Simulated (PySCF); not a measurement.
ISn, neutral, multiplicity 2. Atoms are numbered in the order given.

```xyz
2

Sn     0.0000     0.0000    -1.3973
I      0.0000     0.0000     1.3182
```
Charge 0, spin multiplicity 2.

Geometry: PBE0-D3(BJ)/def2-TZVP. The spin state was assumed, not searched. The def2 effective core potentials stand for the cores of I, Sn; spin–orbit coupling is left out.

Computed with C-PCM-PBE0/def2-SVP (PySCF).

The values are the electrostatic part of the solvation free energy, E(continuum) − E(gas) at the gas-phase geometry, in a cavity of scaled van der Waals radii (PySCF's table); cavitation and dispersion terms are not included. A continuum can't describe solvent molecules that bind to the metal. The dipole moment in vacuum is 2.30 D.

Problem. Estimate the values in water (ε = 78.36), acetone (ε = 20.49), ethylethanoate (ε = 5.99). (The exact figures need the calculation; the answer reports its results.)

Solution. 
| solvent | ε | ΔG(elec) (kcal/mol) | dipole (D) |
|---|---|---|---|
| water | 78.36 | -2.9 | 3.55 |
| acetone | 20.49 | -2.8 | 3.48 |
| ethylethanoate | 5.99 | -2.4 | 3.28 |
